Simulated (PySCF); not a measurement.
Start geometry of `[BH3-][P@H+]1C(C)=C1C=C` from GFN2-xTB (Å):
```
atom  x, y, z in Å
B1    -1.8380    0.8205   -1.7646
P2    -0.6097    1.0422   -0.2684
C3    -0.3683   -0.1469    1.0904
C4    -0.9821   -0.7766    2.2668
C5     0.6811   -0.1255    0.2729
C6     1.9461   -0.6879   -0.0610
C7     2.6613   -0.2667   -1.1007
H8    -1.3311    1.3946   -2.6732
H9    -2.8591    1.3111   -1.4046
H10   -1.8704   -0.3631   -1.8860
H11   -0.2005    2.2617    0.3177
H12   -1.0824   -0.0483    3.0726
H13   -0.3795   -1.6146    2.6158
H14   -1.9828   -1.1303    2.0182
H15    2.2979   -1.4883    0.5796
H16    2.2977    0.5294   -1.7310
H17    3.6130   -0.6996   -1.3543
```

What comes out of this run: BHandHLYP/6-31G* geometry optimisation, gas phase in PySCF?

```
atom  x, y, z in Å
B1    -1.8915    0.8019   -1.7782
P2    -0.6627    0.9689   -0.2679
C3    -0.3590   -0.1467    1.0883
C4    -0.9010   -0.7790    2.3101
C5     0.6571   -0.1065    0.2593
C6     1.9618   -0.6423   -0.0445
C7     2.6581   -0.2812   -1.1154
H8    -1.3447    1.4167   -2.6579
H9    -2.8999    1.3280   -1.3822
H10   -1.9826   -0.3807   -1.9706
H11   -0.3588    2.2745    0.1614
H12   -1.0578   -0.0341    3.0872
H13   -0.2256   -1.5406    2.6898
H14   -1.8644   -1.2376    2.1015
H15    2.3589   -1.3699    0.6485
H16    2.2731    0.4377   -1.8206
H17    3.6288   -0.7002   -1.3204
```

The energy falls by 2.5 kcal/mol over 8 energy and gradient evaluations, the largest force component goes from 0.0414 to 3.3e-04 Eh/bohr, and the atoms move by 0.093 Å rms after alignment. Among the bonds, P2–C3 and P2–C5 change most and about equally (-0.041 to -0.040 Å). Bonds longer at the end by more than 0.005 Å: 6 of 17; shorter: 4. Among the angles that change most is B1–P2–H11, from 126.8° to 116.8°. Rotational constants go from 2361, 1784, 1116 to 2357, 1787, 1104 MHz. The orientation of the end geometry is arbitrary; only internal coordinates are fixed.

The run used 122 basis functions and 52 SCF cycles in all. On one thread, Arm Neoverse V2 (aarch64), on a shared host, this took 46 s of wall time and 0.60 GiB of memory at its peak.

Whether it is a minimum is left open (no frequencies). The numbers are those of one conformer.
